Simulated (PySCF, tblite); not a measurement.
Isomers of C8H9N3, one GFN2-xTB conformer each. Single-point energies are computed at PBE0/pcSseg-1 (PySCF, gas phase, no added dispersion term), electronic only.

Problem. Rank them by PBE0/pcSseg-1 energy, lowest first (kcal/mol).
A. `[CH3:1][c:2]1[c:3]([C:4]#[N:5])[cH:6][n:7][n:8]1[CH:9]1[CH2:10][CH2:11]1` with N7–N8–C9–C10 -20°
B. `[CH3:1][CH2:2][n:3]1[n:4][c:5]2[cH:6][cH:7][cH:8][cH:9][c:10]2[n:11]1` with C1–C2–N3–N4 -89°
C. `Cc1cccc2nnn(C)c12`
D. `[CH3:1][CH2:2][c:3]1[cH:4][cH:5][cH:6][c:7]2[cH:8][n:9][n:10][n:11]12` with C1–C2–C3–C4 105°
E. `[CH3:1][CH:2]([CH3:3])[c:4]1[cH:5][n:6][n:7][cH:8][c:9]1[C:10]#[N:11]` with C1–C2–C4–C5 61°
F. `[CH3:1][CH:2]([CH3:3])[c:4]1[cH:5][n:6][n:7][c:8]([C:9]#[N:10])[cH:11]1` with C1–C2–C4–C5 -56°
G. `[CH3:1][CH2:2][c:3]1[n:4][n:5][c:6]([CH3:7])[cH:8][c:9]1[C:10]#[N:11]` with C1–C2–C3–N4 98°
H. `CC1=CC=CC2=C(C)N=NN12`

Solution. B (0.0), C (2.1), H (2.4), D (7.7), G (19.6), A (22.3), E (25.8), F (27.1).

As drawn, the highest has a C≡N group, which the lowest lacks. Neighbours under 2.5 kcal/mol apart (CCn1nc2ccccc2n1 and Cc1cccc2nnn(C)c12; Cc1cccc2nnn(C)c12 and Cc1nnn2c(C)cccc12; CC(C)c1cnncc1C#N and CC(C)c1cnnc(C#N)c1) can change places with a better method, another conformer or zero-point energy. GFN2-xTB itself gives, in the same order: 1.7, 1.8, 0.0, 4.5, 35.1, 29.6, 40.6, 42.3. GFN2-xTB puts Cc1nnn2c(C)cccc12 lowest instead; measured from each level's own lowest isomer, the values differ by up to 15.5 kcal/mol (CCc1nnc(C)cc1C#N: 35.1 against 19.6).

Problem. Which frontier levels, dipoles and rotational constants go with these structures?

Solution. 
```json
{"SMILES": "CCn1nc2ccccc2n1", "HOMO (eV, PBE0/pcSseg-1)": "-6.68", "LUMO (eV)": "-1.33", "dipole (D)": "0.96", "A, B, C (MHz)": "3345, 736.3, 640.2"}
{"SMILES": "Cc1cccc2nnn(C)c12", "HOMO (eV, PBE0/pcSseg-1)": "-6.73", "LUMO (eV)": "-1.04", "dipole (D)": "4.59", "A, B, C (MHz)": "1710, 1291, 742.4"}
{"SMILES": "Cc1nnn2c(C)cccc12", "HOMO (eV, PBE0/pcSseg-1)": "-6.19", "LUMO (eV)": "-1.18", "dipole (D)": "4.18", "A, B, C (MHz)": "2057, 1088, 718.1"}
{"SMILES": "CCc1cccc2cnnn12", "HOMO (eV, PBE0/pcSseg-1)": "-6.43", "LUMO (eV)": "-1.26", "dipole (D)": "4.39", "A, B, C (MHz)": "1642, 1282, 765.6"}
{"SMILES": "CCc1nnc(C)cc1C#N", "HOMO (eV, PBE0/pcSseg-1)": "-7.08", "LUMO (eV)": "-2.46", "dipole (D)": "2.02", "A, B, C (MHz)": "1817, 884.8, 633.2"}
{"SMILES": "Cc1c(C#N)cnn1C1CC1", "HOMO (eV, PBE0/pcSseg-1)": "-7.26", "LUMO (eV)": "-0.44", "dipole (D)": "5.69", "A, B, C (MHz)": "2935, 700.2, 593.9"}
{"SMILES": "CC(C)c1cnncc1C#N", "HOMO (eV, PBE0/pcSseg-1)": "-7.18", "LUMO (eV)": "-2.47", "dipole (D)": "3.48", "A, B, C (MHz)": "1353, 1107, 700.1"}
{"SMILES": "CC(C)c1cnnc(C#N)c1", "HOMO (eV, PBE0/pcSseg-1)": "-7.21", "LUMO (eV)": "-2.21", "dipole (D)": "7.04", "A, B, C (MHz)": "2366, 661.0, 580.0"}
```

Problem. What happens when harmonic zero-point energies from GFN2-xTB frequencies are added?

Solution. 
```json
{"SMILES": "CCn1nc2ccccc2n1", "ZPE (kcal/mol)": "99.6", "electronic (kcal/mol)": "0.0", "with ZPE (kcal/mol)": "0.0"}
{"SMILES": "Cc1cccc2nnn(C)c12", "ZPE (kcal/mol)": "98.9", "electronic (kcal/mol)": "2.1", "with ZPE (kcal/mol)": "1.5"}
{"SMILES": "Cc1nnn2c(C)cccc12", "ZPE (kcal/mol)": "98.6", "electronic (kcal/mol)": "2.4", "with ZPE (kcal/mol)": "1.4"}
{"SMILES": "CCc1cccc2cnnn12", "ZPE (kcal/mol)": "99.5", "electronic (kcal/mol)": "7.7", "with ZPE (kcal/mol)": "7.5"}
{"SMILES": "CCc1nnc(C)cc1C#N", "ZPE (kcal/mol)": "97.1", "electronic (kcal/mol)": "19.6", "with ZPE (kcal/mol)": "17.1"}
{"SMILES": "Cc1c(C#N)cnn1C1CC1", "ZPE (kcal/mol)": "98.2", "electronic (kcal/mol)": "22.3", "with ZPE (kcal/mol)": "20.9"}
{"SMILES": "CC(C)c1cnncc1C#N", "ZPE (kcal/mol)": "97.6", "electronic (kcal/mol)": "25.8", "with ZPE (kcal/mol)": "23.8"}
{"SMILES": "CC(C)c1cnnc(C#N)c1", "ZPE (kcal/mol)": "97.5", "electronic (kcal/mol)": "27.1", "with ZPE (kcal/mol)": "25.0"}
```

The zero-point energies span 2.5 kcal/mol. The lowest isomer stays, but the order above it changes.
